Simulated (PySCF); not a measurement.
HCl₃OTi, charge -1, doublet, at the geometry of the source list (the multiplicity is a formal guess); CAMB3LYP/STO-3G run with PySCF.

PySCF was given this input:
```python
from pyscf import gto, scf, dft

mol = gto.Mole()
mol.atom = '''
    Ti    0.244700   -0.108300   -0.008100
    Cl    1.878000    1.076600   -0.676200
    Cl    0.924400   -0.915300    1.841600
    Cl    0.289700   -1.781600   -1.320800
    O    -1.234200    0.661300    0.044600
    H    -2.102600    1.067200    0.119000
'''
mol.basis = 'sto-3g'
mol.charge = -1
mol.spin = 1
mol.verbose = 4
mol.build()

mf = dft.UKS(mol)
mf.xc = 'camb3lyp'
mf.diis = False
mf.damp = 0.3
mf.diis_start_cycle = 200
mf.max_cycle = 150
mf.kernel()
mf.analyze()
```

It wrote (shortened):

```
PySCF version 2.14.0

[INPUT] verbose = 4
[INPUT] num. atoms = 6
[INPUT] num. electrons = 83
[INPUT] charge = -1
[INPUT] spin (= nelec alpha-beta = 2S) = 1
[INPUT] symmetry False subgroup None
[INPUT] Mole.unit = angstrom
[INPUT] Symbol           X                Y                Z      unit          X                Y                Z       unit  Magmom
[...]
nuclear repulsion = 555.083936664932
number of shells = 27
number of NR pGTOs = 153
number of NR cGTOs = 51
basis = sto-3g
ecp = {}

******** <class 'pyscf.dft.uks.UKS'> ********
method = UKS
initial guess = minao
damping factor = 0.3
level_shift factor = 0
DIIS disabled
SCF conv_tol = 1e-09
SCF conv_tol_grad = None
SCF max_cycles = 150
direct_scf = True
direct_scf_tol = 1e-13
number electrons alpha = 42  beta = 41
XC library pyscf.dft.libxc version 7.1.2
    S. Lehtola, C. Steigemann, M. J. T. Oliveira, and M. A. L. Marques,  SoftwareX 7, 1–5 (2018)
XC functionals = camb3lyp
    T. Yanai, D. P. Tew, and N. C. Handy,  Chem. Phys. Lett. 393, 51 (2004)
radial grids:
    Treutler-Ahlrichs [JCP 102, 346 (1995); DOI:10.1063/1.469408] (M4) radial grids

becke partition: Becke, JCP 88, 2547 (1988); DOI:10.1063/1.454033
pruning grids: <function nwchem_prune>
grids dens level: 3
symmetrized grids: False
atomic radii adjust function: <function treutler_atomic_radii_adjust>
small_rho_cutoff = 0
Set gradient conv threshold to 3.16228e-05
tot grids = 101440
init E= -2280.00302959407

cycle= 1 E= -2281.15623008223  delta_E= -1.15  |g|= 0.366  |ddm|= 2.59
cycle= 2 E= -2281.22839242876  delta_E= -0.0722  |g|= 0.166  |ddm|= 0.597
cycle= 3 E= -2281.24275027548  delta_E= -0.0144  |g|= 0.0762  |ddm|= 0.282
cycle= 4 E= -2281.24573678461  delta_E= -0.00299  |g|= 0.0318  |ddm|= 0.128
cycle= 5 E= -2281.24628597951  delta_E= -0.000549  |g|= 0.0136  |ddm|= 0.0552
cycle= 6 E= -2281.24641735807  delta_E= -0.000131  |g|= 0.00629  |ddm|= 0.0269
cycle= 7 E= -2281.24646322155  delta_E= -4.59e-05  |g|= 0.00319  |ddm|= 0.015
cycle= 8 E= -2281.24648749162  delta_E= -2.43e-05  |g|= 0.00213  |ddm|= 0.0109
cycle= 9 E= -2281.24650330475  delta_E= -1.58e-05  |g|= 0.00161  |ddm|= 0.00862
cycle= 10 E= -2281.24651433618  delta_E= -1.1e-05  |g|= 0.00134  |ddm|= 0.00725
cycle= 11 E= -2281.24652219166  delta_E= -7.86e-06  |g|= 0.00112  |ddm|= 0.00609
cycle= 12 E= -2281.24652782383  delta_E= -5.63e-06  |g|= 0.000949  |ddm|= 0.00517
cycle= 13 E= -2281.24653187775  delta_E= -4.05e-06  |g|= 0.000804  |ddm|= 0.00438
[...]
SCF not converged.
Total Energy =                       -2281.246550834813206
[...]
spin_pop of  0 Ti 3pz       0.00011
spin_pop of  0 Ti 4px       0.00378
spin_pop of  0 Ti 4py       0.01632
spin_pop of  0 Ti 4pz       0.01577
spin_pop of  0 Ti 3dxy      0.05677
spin_pop of  0 Ti 3dyz      0.07024
spin_pop of  0 Ti 3dz^2     0.58913
spin_pop of  0 Ti 3dxz      0.01161
spin_pop of  0 Ti 3dx2-y2    0.17766
spin_pop of  1 Cl 1s       -0.00000
spin_pop of  1 Cl 2s        0.00000
spin_pop of  1 Cl 3s        0.00258
spin_pop of  1 Cl 2px      -0.00000
spin_pop of  1 Cl 2py       0.00000
spin_pop of  1 Cl 2pz       0.00001
spin_pop of  1 Cl 3px       0.00494
spin_pop of  1 Cl 3py      -0.00163
spin_pop of  1 Cl 3pz       0.00797
spin_pop of  2 Cl 1s        0.00000
spin_pop of  2 Cl 2s        0.00000
spin_pop of  2 Cl 3s        0.00212
spin_pop of  2 Cl 2px      -0.00000
spin_pop of  2 Cl 2py       0.00002
spin_pop of  2 Cl 2pz      -0.00000
spin_pop of  2 Cl 3px      -0.00393
spin_pop of  2 Cl 3py       0.02600
spin_pop of  2 Cl 3pz      -0.00490
spin_pop of  3 Cl 1s        0.00000
spin_pop of  3 Cl 2s        0.00000
spin_pop of  3 Cl 3s       -0.00012
spin_pop of  3 Cl 2px       0.00000
spin_pop of  3 Cl 2py       0.00001
spin_pop of  3 Cl 2pz       0.00002
spin_pop of  3 Cl 3px      -0.00097
spin_pop of  3 Cl 3py       0.01347
spin_pop of  3 Cl 3pz       0.01928
spin_pop of  4 O 1s       -0.00000
spin_pop of  4 O 2s       -0.00166
spin_pop of  4 O 2px      -0.00236
spin_pop of  4 O 2py      -0.00603
spin_pop of  4 O 2pz      -0.00775
spin_pop of  5 H 1s       -0.00015
 ** Mulliken Spin Density (per atom)  **
spin density of  0 Ti =      0.95309
spin density of  1 Cl =      0.01387
spin density of  2 Cl =      0.01930
spin density of  3 Cl =      0.03170
spin density of  4 O =     -0.01780
spin density of  5 H =     -0.00015
 ** Mulliken pop alpha/beta on meta-lowdin orthogonal AOs **
 ** Mulliken pop       alpha | beta **
In total            42.00000 | 41.00000
 ** Mulliken atomic charges   ( Nelec_alpha | Nelec_beta ) **
charge of  0Ti =      0.68431  (    11.13439     10.18130 )
charge of  1Cl =     -0.50048  (     8.75717      8.74331 )
charge of  2Cl =     -0.50284  (     8.76107      8.74177 )
charge of  3Cl =     -0.50004  (     8.76587      8.73417 )
charge of  4O =     -0.33313  (     4.15766      4.17546 )
charge of  5H =      0.15217  (     0.42384      0.42399 )

WARN: System has nonzero charge -1; the dipole moment is origin-dependent.
Location of origin: [0. 0. 0.]

Dipole moment(X, Y, Z, Debye): -6.37213,  4.08300,  0.76472
```

The run did not converge; its last values are not results.
